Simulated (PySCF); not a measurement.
CH3Si, SMILES [SiH]=C (connectivity only; charge and spin as stated), charge +1, multiplicity 1. Atoms are numbered in the order given.

```xyz
5

C      0.0000     0.0000    -1.0999
Si     0.0000     0.0000     0.5632
H      0.0000     0.9337    -1.6613
H      0.0000    -0.9337    -1.6613
H      0.0000     0.0000     2.0380
```
Charge +1, spin multiplicity 1.

The structure is a stationary point at r2SCAN-D4/def2-TZVP. A frequency run showed that this geometry is not a minimum. The multiplicity is an assumed one; other spin states were not compared. The isomer is the one that the SMILES or the coordinates give; other isomers of the formula were not compared.

Computed with PySCF with CAM-B3LYP/def2-TZVPD.

Symmetry labels are those of the subgroup C2v that the program uses (full group C2v).

List the valence orbital energies around the gap with their symmetry. (The exact figures need the calculation; the answer reports its results.)


```json
[
 {"orbital": "HOMO−7", "symmetry": "B2", "energy (eV)": "-109.87"},
 {"orbital": "HOMO−6", "symmetry": "B1", "energy (eV)": "-109.64"},
 {"orbital": "HOMO−5", "symmetry": "A1", "energy (eV)": "-109.51"},
 {"orbital": "HOMO−4", "symmetry": "A1", "energy (eV)": "-27.50"},
 {"orbital": "HOMO−3", "symmetry": "A1", "energy (eV)": "-22.64"},
 {"orbital": "HOMO−2", "symmetry": "B2", "energy (eV)": "-19.85"},
 {"orbital": "HOMO−1", "symmetry": "A1", "energy (eV)": "-19.08"},
 {"orbital": "HOMO", "symmetry": "B1", "energy (eV)": "-14.82"},
 {"orbital": "LUMO", "symmetry": "B2", "energy (eV)": "-8.34"},
 {"orbital": "LUMO+1", "symmetry": "A1", "energy (eV)": "-6.86"},
 {"orbital": "LUMO+2", "symmetry": "B1", "energy (eV)": "-6.69"},
 {"orbital": "LUMO+3", "symmetry": "A1", "energy (eV)": "-3.44"}
]
```
